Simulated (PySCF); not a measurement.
**Ionising Ge₂**

UHF-SCS-MP2; Ge pcseg-1; no relativity (PySCF 2.14). Neutral (UHF): triplet (π ↑↑), Re = 2.399 Å, ωe = 295 cm⁻¹, De = 2.30 eV.

Ge₂⁺ (UHF): quartet (σ ↑, π ↑↑), Re = 2.407 Å, ωe = 282 cm⁻¹, De = 2.56 eV to Ge⁺ + Ge. The energies at the minima are -4150.27995 hartree for Ge2 and -4150.00662 for Ge₂⁺.

Problem. Work out the adiabatic ionisation energy, without and with harmonic zero-point energies (1 hartree = 27.2114 eV, 1 eV = 8065.5 cm⁻¹), and the change of the bond length.

Solution. At UHF-SCS-MP2: 0.27333 hartree = 7.438 eV between the minima; the zero-point term (282.0 − 295.0)/2 cm⁻¹ = -0.001 eV makes it 7.437 eV. Re changes by +0.8 pm against the neutral. The electron leaves a σ orbital, and the small change of length marks it as nearly non-bonding.

Correlated steps freeze 18 core orbitals. Correlated levels converge slowly with the basis: in double zeta they bind strong bonds too weakly, by up to about 1 eV, and carry superposition errors of some tenths. Spin–orbit coupling is left out. States were picked by a PBE0 search and need not be the measured ground states.
